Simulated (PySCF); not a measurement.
# Relaxation of singlet In2O

These are results of B3LYP/[O def2-TZVP, In def2-TZVP with ECP28], scalar-relativistic core potentials, density fitting, no spin–orbit coupling, PySCF, not measurements. A (50,194) grid was used.

A hand-made linear start, of D∞h symmetry, held to at least that symmetry:

```xyz
3
charge 0 multiplicity 1, angstrom
O     0.0000    0.0000    0.0000
In    0.0000    0.0000    2.0500
In    0.0000    0.0000   -2.0500
```

(1) What forces act on the atoms at the start (eV/Å)?

(2) What does it relax to?

(3) How much energy is released, and in how many steps?

Answers

(1) 
| atom | Fx | Fy | Fz |
| --- | --- | --- | --- |
| O1 | 0.00 | 0.00 | 0.00 |
| In2 | 0.00 | 0.00 | -0.51 |
| In3 | 0.00 | 0.00 | 0.51 |

(2) It ends at D∞h with O–In 2.018 Å (×2); In–O–In 180.0°. A frequency run shows a minimum. Other isomers or separated fragments may lie lower.

(3) 1.6 kJ/mol in 3 steps.
